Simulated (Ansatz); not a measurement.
System: H₂SO₄, charge 0, singlet. H2SO4 (SMILES O=S(=O)(O)O).
B3LYP-D3(BJ)/def2-TZVP minimum from Ansatz (a quantum-chemistry and plane-wave program):
```
S
O 1 1.4215
O 1 1.4215 2 124.04
O 1 1.5943 2 108.75 3 -124.89
H 4 0.9699 1 109.14 2 -27.87
O 1 1.5943 2 105.60 4 -108.85
H 6 0.9699 1 109.14 2 -162.99
```

Total energies in cc-pV(D+d)Z, 32 correlated electrons, 9 frozen orbitals. UHF or UKS for unpaired electrons; spin-orbit terms are left out. Cores are frozen in correlated methods. No relativity.

| method | program | energy (Eh) | minus CCSDT(Q) (mEh) |
|---|---|---|---|
| HF | Ansatz | -698.10878 | 924.61 |
| MP2 | Ansatz | -698.99700 | 36.38 |
| CCSD | Ansatz | -699.00463 | 28.76 |
| CCSD(T) | Ansatz | -699.02988 | 3.50 |
| CCSDT(Q) | Ansatz | -699.03338 | 0.00 |

Rough core times of Ansatz's runs on a shared machine: CCSD(T) under 20 s, CCSDT(Q) 20 min.
